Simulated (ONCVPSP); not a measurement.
**A failed generation for antimony**

Input:

```
# ATOM AND REFERENCE CONFIGURATION
# atsym  z   nc   nv     iexc    psfile
  Sb 51.00    6    5  -001012      upf
#
#   n    l    f
    1    0    2.00
    2    0    2.00
    2    1    6.00
    3    0    2.00
    3    1    6.00
    3    2   10.00
    4    0    2.00
    4    1    6.00
    4    2   10.00
    5    0    1.50
    5    1    3.50
#
# PSEUDOPOTENTIAL AND OPTIMIZATION
# lmax
    2
#
#   l,   rc,      ep,       ncon, nbas, qcut
    0    1.30    0.00    3    6   10.60
    1    1.50    0.00    4    8   15.10
    2    1.50    0.00    3    8   14.10
#
# LOCAL POTENTIAL
# lloc, lpopt,  rc(5),   dvloc0
    4    4    1.05    0.00
#
# VANDERBILT-KLEINMAN-BYLANDER PROJECTORs
# l, nproj, debl
    0    2    2.60
    1    2    0.40
    2    2    2.60
#
# MODEL CORE CHARGE
# icmod, fcfact, rcfact
    3    5.75    1.05
#
# LOG DERIVATIVE ANALYSIS
# epsh1, epsh2, depsh
   -7.00    5.00    0.04
#
# OUTPUT GRID
# rlmax, drl
    6.00    0.01
#
# TEST CONFIGURATIONS
# ncnf
    4
# nvcnf
#   n    l    f
    5
    4    0    2.00
    4    1    6.00
    4    2   10.00
    5    0    2.00
    5    1    3.00
#
    5
    4    0    2.00
    4    1    6.00
    4    2   10.00
    5    0    2.00
    5    1    2.00
#
    5
    4    0    2.00
    4    1    6.00
    4    2   10.00
    5    0    2.00
    5    1    1.00
#
    5
    4    0    2.00
    4    1    5.00
    4    2   10.00
    5    0    2.00
    5    1    3.00
#
```

```bash
oncvpspr.x < Sb.dat > Sb.out
```

End of the output:

```
    Energy error per electron        Cutoff
         Ha          eV             Ha
         0.01000     0.27211       27.32
         0.00100     0.02721       37.17
         0.00010     0.00272       44.41
         0.00001     0.00027       49.91

Calculating optimized projector #   1

 for l=   1

    Fraction of norm inside rc  0.965545
    Optimizing pswf for qcut=  15.10 a_B^-1,  ecut= 114.08 Ha
    Residual kinetic energy error=  2.31D-09 Ha
 ERROR pspot:  first pseudo wave function has node,          program will stop
 ERROR pspot: try changing psp parameters for this l
```

Question: Why did it fail, and what change makes it run?

Answer: The run stopped because the optimised pseudo-wave of the first projector has a node, so the radial equation cannot be inverted for a potential. A run that differs only in the following succeeds: s: qcut 7.1; p: qcut 10.1; d: qcut 9.4. The answer isn't unique; the calculation gave this one.
